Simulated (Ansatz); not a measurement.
Ansatz (a program for electronic structure) input (r2SCAN/def2-TZVPD):

Ansatz 0.2 input:
```yaml
crystal:
  periodic: [false, false, false]
  atoms:
    - {symbol: Y, position_ang: [0.28427316, 0.17044935, 0.07389960]}
    - {symbol: F, position_ang: [-0.99811462, 0.73578155, -1.23881457]}
    - {symbol: F, position_ang: [-0.23373574, -1.47439538, 0.91858298]}
basis:
  gaussian:
    orbitals: def2-TZVPD
hamiltonian:
  xc: {name: r2SCAN}
magnetization: {spin_polarized: true, initial_magnetization: 1}
```

Output:

```
Functional definition: r2SCAN
integrals: 0.04 GiB planned
730 factors; their error is unknown
mean field: 0.43 GiB planned
mean field evaluation 1: about -6474.9164 eV, gradient 4.5e1 eV
mean field evaluation 2: about -6346.1222 eV, gradient 1.9e2 eV
mean field evaluation 4: about -6481.0698 eV, gradient 4.7e0 eV
mean field evaluation 8: about -6481.1657 eV, gradient 8.8e-2 eV
mean field evaluation 16: about -6481.1631 eV, gradient 1.5e-4 eV
mean field -6481.16311636 eV, -238.1783514359 hartree, gradient 1.9e-5 eV, S^2 0.750985; 1 other end points of the search recorded, 0 dependent functions left out
reference -6481.16314739 eV, -238.1783525765 hartree; 15, 14 occupied and 105, 106 virtual orbitals, 730 factors
Total energy: -6481.16314739 eV, -238.1783525765 hartree
```

This state (charge 0, doublet) is run at the relaxed geometry of the species with charge 1 and multiplicity 1.
